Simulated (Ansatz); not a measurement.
Two structures of SnH₄O, closed shell, reached by relaxing down either side of one saddle point (PBE0-D4/def2-TZVP). Energies are electronic, without zero-point energy. Ansatz 0.2.0; basis: def2-TZVPP and def2-QZVPP; cores frozen in the correlated methods. Filled d shells of the heavier atoms are correlated. Core potentials replace the inner electrons of the atoms past krypton. The def2 sets are not built for correlating such inner shells, so the correlated values are less sure here. Extrapolation: Hartree–Fock as exp(−7.88 √X), correlation as X^−2.97. First:

| atom | x (Å) | y (Å) | z (Å) |
| --- | --- | --- | --- |
| Sn1 | 0.0612 | 1.2168 | -0.4931 |
| O2 | 1.7270 | 0.1720 | -0.2363 |
| H3 | -1.2574 | -0.0602 | 1.6381 |
| H4 | -1.4336 | -0.5244 | 1.0731 |
| H5 | -0.7942 | -0.0889 | -1.3799 |
| H6 | 1.6971 | -0.7153 | -0.6018 |

Second:

```
6
angstrom
Sn -0.6504 1.2888 -0.4425
O 1.1109 -0.1573 0.4644
H 0.6203 -0.6649 1.1203
H -1.6193 0.3531 0.7304
H -0.7708 -0.0425 -1.6271
H 1.3093 -0.7772 -0.2455
```

Question: Which bonds change from the first to the second?

Answer: SnH₂O ([OH][SnH]) + H₂ → SnH₄O ([OH2][SnH2]); bonds formed: Sn1–H4, O2–H3; bonds broken: H3–H4; bonds weakened to dative contacts: Sn1–O2.

Question: Give the saddle point's structure and its height above each. (To be estimated.)

Answer: Computed: 23.00 kcal/mol above the first and 21.31 kcal/mol above the second (CCSD(T) at an estimated basis limit (MP2 extrapolated from triple and quadruple zeta, plus CCSD(T) − MP2 in triple zeta)).
```
6
angstrom
Sn -0.4072 1.2288 -0.4810
O 1.1034 -0.0574 0.4199
H -0.1499 -0.2734 0.8854
H -1.0799 -0.0599 0.9684
H -0.8311 -0.0459 -1.6501
H 1.3647 -0.7922 -0.1427
```

The search had been set up for a 1,1-elimination (forming O2–H3, breaking Sn1–O2, Sn1–H3); from that guess it ended on this step instead.

The T1 diagnostic stays at or below 0.017.

Labels in which every atom is bracketed show which atoms are joined, not bond orders.

For scale, one of the runs: CCSD(T)/def2-TZVPP, 137 basis functions, launched by `ansatz run in.yaml --threads 2 --pin off --events-out ev --progress --plain --max-ram 4352MiB`. The run took 9.5 s on 2 CPU threads of an Intel Xeon 6975P-C (shared host), with 0.9 GiB of host memory at its peak.
